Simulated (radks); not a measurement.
Problem. These are the eigenvalues of the occupied orbitals of an atom or ion with whole-number occupations (eV). Calculated with a radial shooting solver on a logarithmic mesh with Libxc functionals: Dirac Kohn-Sham, PBEsol, spin-unpolarised, spherical densities, finite nucleus; Fermi nuclear charge, rms radius of each element as measured or else 0.836 A^(1/3) + 0.57 fm.

1s1/2: -11741.37
2s1/2: -1519.566
2p1/2: -1361.753
2p3/2: -1325.227
3s1/2: -224.2862
3p1/2: -171.2560
3p3/2: -166.2257
3d3/2: -75.3703
3d5/2: -74.6353
4s1/2: -44.4563

Which element is it, and in what charge state? The configuration may be excited. Open shells, if any, fill j = l - 1/2 first.

Solution. Z = 33, arsenic, charge +3: As3+ in [Ar] 3d10 4s2. The list shows which subshells hold electrons but not how many an open one holds; the 1s level, -431.49 hartree, gives Z - s = 29.4 by -(Z - s)^2/2, which with screening and relativity narrows Z to a few neighbours, and the depths of the outer levels then fix element, charge and occupations together.
